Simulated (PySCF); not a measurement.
# Dy⁵⁰⁺: ionisation energy

Dy⁵⁰⁺ [Ne] 3s2 3p4 [3p1/2^2 3p3/2^2, M_J = 2] → Dy⁵¹⁺ [Ne] 3s2 3p3 [3p1/2^2 3p3/2^1, M_J = 3/2], as a difference of total energies. All numbers are calculated (PySCF 2.14, the two-component X2C-1e Hamiltonian, in an uncontracted even-tempered set (18 s from 13 bohr⁻², ratio 2.4; 14 p from 17 bohr⁻², ratio 2.4; 4 d from 61 bohr⁻², ratio 2.6; 4 f from 92 bohr⁻², ratio 2.6)). Correlated levels: 1s2 frozen; the 54 highest virtual spinors dropped. "Screened" scales the spin-orbit matrix elements by Boettger's factors to mimic the two-electron term; Breit and QED terms are absent.

```csv
method,ionisation energy (eV)
GHF (spin-free),4571.2
GMP2 (spin-free),4572.5
GHF (screened spin-orbit),4525.1
GMP2 (screened spin-orbit),4525.5
```

Breit and QED terms and the two-electron picture change are absent.

The spin-free rows relax to the high-spin LS determinant and lack the spin-orbit shift.

The labels give the starting determinants; with spin-orbit coupling the two ends relaxed to ⟨J²⟩ = 6.00, ⟨L²⟩ = 3.24, ⟨S²⟩ = 1.41 and ⟨J²⟩ = 3.75, ⟨L²⟩ = 2.52, ⟨S²⟩ = 1.52.

For comparison: 4523 ± 4 eV (theoretical estimate listed by NIST; NIST Atomic Spectra Database, ionization energies).
